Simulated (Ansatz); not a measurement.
Si₃Mo⁺. Charge 1, multiplicity 2. Geometry r2SCAN-D4/def2-SVP.

Cartesian coordinates in Å:
```
Mo 0.2088 -1.8921 -0.7585
Si -0.0063 0.4122 -1.0588
Si 0.0090 -0.4320 1.0509
Si -0.2115 1.9119 0.7664
```

In the def2 sets Mo takes a core potential; there is no spin–orbit coupling. At PBE-D4/def2-TZVP, BLYP-D4/def2-TZVP, r2SCAN-D4/def2-TZVP, PBE0-D4/def2-TZVP the charge 1 doublet is spin-contaminated (final ⟨S²⟩ up to 1.76, 0.75 for a pure state). No other spin state of charge 1 was run. The geometry of the doublet was relaxed on an unsound state (⟨S²⟩ 1.72, where a pure state has 0.75). Another isomer (doublet) lies 1.00 eV lower at PBE0-D4/def2-TZVP; other spin states weren't run for this one.

(1) Estimate the α-spin orbital energies around the gap (eV) in Ansatz with PBE-D4/def2-TZVP, BLYP-D4/def2-TZVP, r2SCAN-D4/def2-TZVP, PBE0-D4/def2-TZVP.

Results:

(1) 
```csv
orbital,PBE-D4/def2-TZVP,BLYP-D4/def2-TZVP,r2SCAN-D4/def2-TZVP,PBE0-D4/def2-TZVP
HOMO−9,-45.32,-45.17,-46.75,-48.41
HOMO−8,-19.15,-18.92,-19.69,-20.89
HOMO−7,-14.83,-14.63,-15.12,-16.10
HOMO−6,-14.59,-14.41,-14.84,-15.78
HOMO−5,-11.53,-11.23,-11.85,-12.70
HOMO−4,-11.11,-10.89,-11.30,-11.97
HOMO−3,-11.08,-10.84,-11.30,-11.94
HOMO−2,-10.60,-10.41,-10.75,-11.62
HOMO−1,-10.11,-9.88,-10.56,-11.27
HOMO,-9.50,-9.24,-9.81,-10.43
LUMO,-8.98,-8.77,-8.70,-7.94
LUMO+1,-8.65,-8.47,-8.46,-7.72
LUMO+2,-8.40,-8.22,-8.34,-7.63
LUMO+3,-7.21,-7.03,-7.11,-6.54
LUMO+4,-7.11,-7.01,-6.89,-6.45
LUMO+5,-6.76,-6.57,-6.53,-5.81
β HOMO,-9.89,-9.68,-10.22,-11.01
β LUMO,-8.63,-8.49,-8.41,-7.64
```
